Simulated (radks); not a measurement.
P10+, configuration [He] 2s2 2p1. All-electron calculation, non-relativistic Kohn-Sham, LDA (Slater exchange, Perdew-Wang correlation), spin-polarised, spherical densities, point nucleus; open shells are filled with parallel spins first. Program: a radial shooting solver on a logarithmic mesh with Libxc functionals.

Normalised radial functions P(r) = r R(r), r in bohr:

r,1s up
0.004042,0.4290
0.004936,0.5170
0.005981,0.6167
0.007306,0.7384
0.008852,0.8742
0.01073,1.0300
0.0131,1.2141
0.01587,1.4114
0.01923,1.6265
0.02349,1.8644
0.02846,2.0979
0.03477,2.3333
0.04212,2.5351
0.05104,2.6925
0.06234,2.7844
0.07554,2.7800
0.09153,2.6668
0.1118,2.4260
0.1355,2.0875
0.1654,1.6561
0.2005,1.2159
0.2429,0.8056
0.2967,0.4598
0.3595,0.2303
0.4391,0.0923
0.532,0.0306
0.6446,0.0078
0.7873,0.0013
0.954,0.0002
1.156,0.0000
1.412,0.0000

1s up: eigenvalue -2481.4 eV, 0 radial nodes, <r> = 0.104 bohr, 90 % of the charge inside 0.185 bohr.
